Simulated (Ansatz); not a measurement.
`C[CH2][Al@H-]1[F+][Al@@H-]([CH2]C)[F+]1`. The species carries charge 0 and has multiplicity 1. The geometry is a stationary point of PBE0-D4/def2-TZVP. It is one conformer, not always the lowest.

```xyz
20

C     2.102   -1.181    0.398
C     2.546   -0.707   -0.987
Al    1.256    0.377   -1.958
F    -0.424   -0.341   -1.802
Al   -1.194    0.904   -0.697
C    -1.513    0.177    1.083
C    -2.882    0.522    1.676
F     0.492    1.613   -0.841
H     1.198   -1.793    0.346
H     1.880   -0.341    1.062
H     2.869   -1.785    0.892
H     2.805   -1.570   -1.614
H     3.479   -0.134   -0.906
H     1.414    1.010   -3.394
H    -2.187    1.787   -1.546
H    -1.385   -0.912    1.043
H    -0.717    0.529    1.751
H    -3.699    0.148    1.053
H    -3.025    1.602    1.767
H    -3.017    0.094    2.674
```

Task: What is the dipole moment at r2SCAN/def2-TZVPP? (An estimate is asked.)

Result: The calculation gave: 1.35 D, with components (0.50, -0.74, 1.02) D in this frame, pointing from negative to positive charge.

Task: And with PBE, B3LYP, ωB97M-V? (Estimate.)

Result: Ansatz gave: PBE 1.36 D, B3LYP 1.28 D, ωB97M-V 1.31 D.

Task: Give the Mulliken charges with r2SCAN, B3LYP, ωB97M-V in def2-TZVPP. (An estimate is asked.)

Result: The calculation gave: 
```tsv
atom	r2SCAN	B3LYP	ωB97M-V
C1	-0.15	-0.28	-0.36
C2	-0.23	-0.25	-0.34
Al3	0.58	0.57	0.54
F4	-0.29	-0.29	-0.26
Al5	0.60	0.60	0.56
C6	-0.22	-0.27	-0.37
C7	-0.13	-0.25	-0.32
F8	-0.29	-0.29	-0.26
H9	0.05	0.08	0.11
H10	0.05	0.08	0.11
H11	0.04	0.08	0.11
H12	0.04	0.07	0.09
H13	0.04	0.07	0.09
H14	-0.14	-0.15	-0.10
H15	-0.15	-0.15	-0.11
H16	0.04	0.07	0.10
H17	0.04	0.07	0.10
H18	0.04	0.08	0.10
H19	0.04	0.08	0.10
H20	0.04	0.08	0.11
```

B3LYP here is the variant with VWN-RPA as its local correlation; programs differ in this.
